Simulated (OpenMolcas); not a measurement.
# Zn+: RASPT2 settings compared

| Quantity | Value |
| --- | --- |
| Program | OpenMolcas |
| Basis | ANO-RCC-VDZP [5s4p2d1f] |
| Scalar Hamiltonian | DKH4, point nucleus |
| Active space | 1 electron in 9 orbitals (RAS2 4s 4p; RAS3 4d, at most 1 electron) |
| State averaging | 2S+1 = 2 even, 1 root; 2S+1 = 2 odd, 3 roots |
| Spin-orbit coupling | RASSI with atomic mean-field integrals over the reference wave functions, term energies averaged over their components |

Methods on the same reference wave functions:
A. RASSCF
B. SS-RASPT2, IPEA 0.3 Eh, real shift 0.2 Eh (closed shells correlated: 3d)
C. SS-RASPT2, IPEA 0.2 Eh, imaginary shift 0.1 Eh (closed shells correlated: 3d)
D. XMS-RASPT2, IPEA 0.5 Eh, imaginary shift 0.15 Eh (closed shells correlated: 3d)

Energies in cm-1 above 4s 2S 1/2, the measured ground level; measured values from NIST Handbook of Basic Atomic Spectroscopic Data.

```csv
Level,A,B,C,D,Measured
4s 2S 1/2,0.0,0.0,0.0,0.0,0.0
4p 2P* 1/2,45669,48314,48340,48151,48481
4p 2P* 3/2,46371,49015,49041,48852,49355
```

Deviations, from unrounded energies. A percentage is the sum of absolute deviations over the sum of measured energies, with the sign that they share, or ± where signs differ.

```csv
Against measurement,Levels,A,B,C,D
mean absolute deviation (cm-1),2,2900,250,230,420
other configurations (%),2,-5.9,-0.5,-0.5,-0.9
```

C lies closest to measurement on these levels and A furthest from it. The largest miss of C in the table is 4p 2P* 3/2, by -310 cm-1. The ranking rests on the paired levels alone, and a cruder setting can come out closer through cancelling errors.

Among B to D the level of the table that moves most is 4p 2P* 1/2, by 190 cm-1 (lowest in D, highest in C).

The lowest spin-free term lies below A's lowest term by 0.393 hartree in B, 0.393 hartree in C, 0.392 hartree in D.

With one active electron outside closed inactive shells, the extra shells (4d) add no correlation to the reference. With one active electron the reference holds no correlation, so core polarisation is missing (holds for A). With one active electron, CASPT2 adds the correlation within the correlated inactive shells and between them and that electron, and leaves the splitting within a term as the reference gives it (holds for B; C; D). Measured partners are found by configuration, term and J. A level has none where our copy of the source lacks it or the pairing is in doubt (some pairs that miss far off the trend of their configuration count as doubtful), and it then counts in no deviation. Only configurations of the active space appear.

* marks odd parity.
